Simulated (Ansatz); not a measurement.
The same path of C$_{4}$H$_{8}$Si (13 atoms, charge 0, multiplicity 1) was run 3 times with different band settings. The coordinate that changes most is the dihedral H6–C1–C2–C3.

Theory: Ansatz, RKS B3LYP-D4/def2-SVP.

Relaxed end points:

```xyz
13
Properties=species:S:1:pos:R:3
C -1.441 1.291 -0.218
C -0.108 0.985 0.467
C 0.465 -0.346 0.112
C 0.135 -1.395 -0.653
Si 1.728 -1.672 0.187
H -1.823 2.281 0.077
H -1.334 1.282 -1.315
H -2.204 0.541 0.048
H -0.215 1.034 1.566
H 0.641 1.761 0.224
H -0.698 -1.658 -1.311
H 1.849 -2.577 1.364
H 3.026 -1.563 -0.534
```

```xyz
13
Properties=species:S:1:pos:R:3
C -1.465 1.268 -0.184
C -0.179 0.921 0.567
C 0.467 -0.343 0.110
C 0.237 -1.301 -0.799
Si 1.764 -1.638 0.136
H -1.272 1.392 -1.262
H -2.217 0.472 -0.070
H -1.905 2.206 0.190
H -0.372 0.838 1.653
H 0.559 1.739 0.475
H -0.529 -1.503 -1.553
H 1.819 -2.674 1.205
H 3.112 -1.412 -0.453
```

Common settings: optimiser quadratic models (default); start path through a guess of the saddle point; force threshold 0.05 eV/Å; iteration limit 60; end points relaxed.

| run | movable images | climbing image | spring |
| --- | --- | --- | --- |
| 1 | 5 | yes | 5.0 eV/Å² |
| 2 | 5 | yes | 0.1 eV/Å² |
| 3 | 1 | no | 5.0 eV/Å² |

**Question.** What does each run give, and how far can it be trusted?

**Answer.** Run 1: converged after 6 iterations, highest image 0.133 eV above the first end. A vibrational analysis at the climbing image gives one clearly imaginary mode, 241i cm⁻¹: a first-order saddle point.
Run 2: converged after 6 iterations, highest image 0.133 eV above the first end. Another band between the same ends (5 images) ends at a top of the same energy, where a vibrational analysis finds 1 clearly imaginary mode.
Run 3: converged after 6 iterations, highest image 0.133 eV above the first end. No image climbed, so the highest image needn't sit at the top of the path. So few images can step over the top or miss a turn of the path.
